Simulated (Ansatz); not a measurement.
`C=C=C[SiH2]C` + `[SnH4]` → `C[SiH2][SnH3]` + `C=C=C`  (formal exchange of groups at the Si–C bond)

Calculated with Ansatz (gas phase, PBE0-D4/def2-TZVP geometries, no zero-point term in ΔE). CCSD(T)/CBS adds triple-zeta CCSD(T) − MP2 to the extrapolated MP2 energy (def2 sets, frozen cores). This one scheme is used for every species. Functionals use def2-TZVPP. B3LYP here is the variant with VWN-RPA as its local correlation; programs differ in this. Elements past krypton have def2 core potentials. For Sn outer-core shells are correlated without core-valence functions, which leaves a few kJ/mol of doubt a bond. Each species was taken in one conformer, which may not be the lowest.

Task: Is it downhill or uphill in electronic energy at CCSD(T)/CBS, and by how much? (Best estimate.)

Result: Computed: Downhill: ΔE = -13.8 kJ/mol.

Task: What do these levels give: PBE-D4, r2SCAN-D4, PBE0-D4, ωB97M-V, B2PLYP, PBE, r2SCAN, PBE0, B3LYP, CCSD(T)/def2-TZVPP, SCS-MP2/def2-QZVPP, CCSD/CBS(def2)? (Best estimate.)

Result: The calculation gave: PBE-D4 -16.0, r2SCAN-D4 -8.7, PBE0-D4 -13.8, ωB97M-V -6.2, B2PLYP -8.8, PBE -18.1, r2SCAN -9.5, PBE0 -15.6, B3LYP -12.8, CCSD(T)/def2-TZVPP -7.3, SCS-MP2/def2-QZVPP -7.3, CCSD/CBS(def2) -14.6 kJ/mol.

Largest T1 diagnostic among the species: 0.013.

The D4 term adds +3.0 kJ/mol with B3LYP and +1.8 kJ/mol with PBE0; it sums over pairs of atoms, weighted by their polarisabilities, and B3LYP, whose exchange is more repulsive, gets the larger term.
